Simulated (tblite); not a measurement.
Compound: C5H7F3O.
Numbering: `[CH2:1]=[CH:2][C@:3]([CH3:4])([F:5])[O:6][CH:7]([F:8])[F:9]` (hydrogens: H10, H11 on C1; H12 on C2; H13, H14, H15 on C4; H16 on C7)

Computed with GFN2-xTB (tblite), gas phase: Langevin dynamics at 400 K from the optimised GFN2-xTB geometry, time step 0.5 fs, friction 0.01 fs⁻¹, 2000 steps. The instantaneous temperature is 2·E(kin)/(3Nk) with all 3N coordinates.

```
t (fs)  T (K)  E(pot) above start (eV)  C1=C2 (Å)  C2–C3 (Å)  C3–C4 (Å)  C3–F5 (Å)  C3–O6 (Å)  C1–H10 (Å)  C1–C2–C3–C4 (°)
     0    325                    0.000      1.319      1.508      1.522      1.390      1.410       1.077              -78
    50    214                    0.381      1.338      1.507      1.526      1.397      1.436       1.069              -87
   100    238                    0.543      1.310      1.520      1.555      1.450      1.402       1.061              -93
   150    301                    0.553      1.341      1.537      1.535      1.368      1.455       1.055              -98
   200    341                    0.508      1.288      1.526      1.554      1.362      1.371       1.104              -77
   250    315                    0.600      1.344      1.488      1.540      1.383      1.404       1.102              -93
   300    437                    0.425      1.313      1.535      1.469      1.409      1.377       1.062              -98
   350    443                    0.438      1.339      1.476      1.515      1.417      1.447       1.069              -99
   400    359                    0.563      1.325      1.506      1.568      1.380      1.442       1.072              -89
   450    327                    0.583      1.307      1.543      1.509      1.347      1.385       1.086              -79
   500    430                    0.602      1.339      1.504      1.492      1.409      1.425       1.053              -63
   550    341                    0.627      1.343      1.538      1.500      1.378      1.425       1.113              -37
   600    480                    0.587      1.299      1.486      1.562      1.346      1.479       1.054              -35
   650    332                    0.663      1.350      1.498      1.622      1.450      1.372       1.050              -41
   700    459                    0.693      1.289      1.514      1.547      1.400      1.454       1.107              -38
   750    310                    0.949      1.339      1.461      1.537      1.406      1.436       1.055              -50
   800    390                    0.657      1.320      1.502      1.572      1.397      1.343       1.026              -46
   850    378                    0.694      1.314      1.577      1.482      1.478      1.435       1.161              -51
   900    523                    0.716      1.322      1.555      1.590      1.388      1.445       1.078              -66
   950    572                    0.744      1.346      1.498      1.616      1.358      1.397       1.018              -97
  1000    402                    0.721      1.318      1.563      1.476      1.349      1.444       1.104              -96
```

**Question.** From 500 fs on, how do temperature and potential energy compare with equipartition?

**Answer.** The mean temperature of these 11 frames is 420 K against the target 400 K, and the mean potential energy 0.70 eV against 42 × kT/2 = 0.72 eV for 42 classical harmonic modes. For 16 atoms in a canonical ensemble the temperature itself scatters by T·√(2/(3N)) = 82 K; here its standard deviation is 79 K. The whole run lasts only 10 friction times of 100 fs, so these averages carry a wide statistical error.

**Question.** What are the kinetic and total energies of the listed frame with the highest potential energy?

**Answer.** The one at 750 fs, 0.949 eV above the start. Its kinetic energy is 3NkT/2 = 0.640 eV at 310 K, so the sum is 1.59 eV; over the listed frames the sum runs from 0.67 to 1.93 eV, since the thermostat adds and removes energy.

**Question.** How much do the listed bonds fluctuate from 500 fs on?

**Answer.** 
```csv
bond,at the start (Å),mean (Å),standard deviation (Å)
C1=C2,1.319,1.325,0.019
C2–C3,1.508,1.518,0.034
C3–C4,1.522,1.545,0.050
C3–F5,1.390,1.396,0.039
C3–O6,1.410,1.423,0.037
C1–H10,1.077,1.074,0.041
```

The motion is classical and holds no zero-point motion.

The cost below is that of the whole dynamics run. The run took 12 s of wall time on an Arm Neoverse V1 with one thread, shared host with 32 logical CPUs at a one-minute load of 24, and the process peaked at 0.18 GiB of memory.
